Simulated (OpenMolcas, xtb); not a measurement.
**How methods differ on CH7NOSi (SMILES CO[SiH2]N)**

CH7NOSi has 11 atoms, charge 0, and is taken as a singlet. SMILES: `CO[SiH2]N`. The coordinates come from a PBE0-D4/def2-TZVP relaxation. This is one conformer, not always the lowest.

```xyz
11

C    -0.6553    1.7119    0.5002
O    -0.6106    0.5087   -0.2271
Si    0.5338   -0.6427    0.0543
N     0.3447   -2.0069   -0.9437
H     0.2584    2.3029    0.3623
H    -1.5015    2.3012    0.1424
H    -0.7907    1.5318    1.5738
H     0.4219   -1.0799    1.4723
H     1.8746   -0.0550   -0.2121
H    -0.4034   -2.6611   -0.7833
H     0.5936   -1.9680   -1.9184
```

Each level gives the dipole moment (D). The values are calculated.

```tsv
level	kind	program	value (D)	CPU time
GFN0-xTB	semi-empirical	xtb	1.21	under 2 s
GFN1-xTB	semi-empirical	xtb	0.96	under 2 s
HF/cc-pVDZ	Hartree–Fock	OpenMolcas	0.35	14 s
SVWN5/cc-pVDZ	LDA	OpenMolcas	0.66	52 s
revPBE/cc-pVDZ	GGA	OpenMolcas	0.65	73 s
M06-L/cc-pVDZ	meta-GGA	OpenMolcas	0.54	90 s
B3LYP/cc-pVDZ	global hybrid	OpenMolcas	0.53	70 s
```

The values span 0.35 to 1.21 D. Magnitudes only. Times are those of the runs behind each value, whatever else they computed, on shared processors of several kinds: orders of magnitude only.
